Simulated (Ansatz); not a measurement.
Geometry optimisation, RKS r2SCANh-D4/def2-SVP (Ansatz 0.2.0).

The input (input.yaml):

```yaml
crystal:
  periodic: [false, false, false]
  atoms:
    - { symbol: Zr, position_ang: [-0.447672, 0.000899, -0.459819] }
    - { symbol: F, position_ang: [-0.064063, 0.017097, 2.688899] }
    - { symbol: F, position_ang: [1.381286, -0.003464, 0.026829] }
    - { symbol: F, position_ang: [-0.827763, 1.557029, -1.461618] }
    - { symbol: F, position_ang: [-0.832078, -1.554802, -1.46082] }
    - { symbol: H, position_ang: [-1.752589, 0.000481, 0.85879] }
    - { symbol: H, position_ang: [-0.97862, -0.01724, 2.54554] }
basis:
  gaussian: { orbitals: def2-SVP }
hamiltonian:
  xc: r2scanh
  dispersion: d4
relax:
  f_tol: 0.03
  max_steps: 50
output:
  orbitals: {}
```

Command:

```bash
$ ansatz run input.yaml --threads 4 --pin off --max-ram 5120MiB --backend cpu --events-out ev --progress --plain --runs-dir out
```

Problem. Where does it end, and by what steps?

Solution. The forces met the threshold. After 17 steps the energy has fallen by 2.216 eV; H7 moved furthest, 1.41 Å. Parted: F2–H7 (0.93 → 2.44 Å). Joined: Zr1–F2 (3.17 → 1.90 Å), H6–H7 (1.86 → 0.76 Å).

| step | energy less start (eV) | largest force component (eV/Å) | accepted |
| --- | --- | --- | --- |
| 0 | 0.0000 | 0.211 | yes |
| 1 | -0.0604 | 0.565 | yes |
| 2 | -0.1774 | 0.749 | yes |
| 3 | -0.3257 | 0.454 | yes |
| 4 | -0.3741 | 1.545 | yes |
| 5 | -0.4839 | 1.005 | yes |
| 6 | -0.6129 | 1.754 | yes |
| 7 | -1.1442 | 1.729 | yes |
| 8 | -1.7108 | 1.522 | yes |
| 9 | -1.6273 | 2.906 | no |
| 10 | -1.9486 | 0.501 | yes |
| 11 | -2.0659 | 0.374 | yes |
| 12 | -2.1732 | 0.241 | yes |
| 13 | -2.2132 | 0.189 | yes |
| 14 | -2.2155 | 0.085 | yes |
| 15 | -2.2156 | 0.091 | yes |
| 16 | -2.2162 | 0.030 | yes |
| 17 | -2.2162 | 0.006 | yes |

```xyz
7
Properties=species:S:1:pos:R:3
Zr 0.125 0.004 0.070
F 0.387 0.013 1.956
F 1.854 0.011 -0.702
F -0.746 1.571 -0.562
F -0.728 -1.578 -0.551
H -2.390 -0.019 0.932
H -2.023 -0.002 1.595
```

Whether the end is a true minimum wasn't checked by a vibrational analysis.

The run took 46 s on 4 threads of Arm Neoverse V1 (shared host), peak memory 0.24 GiB.
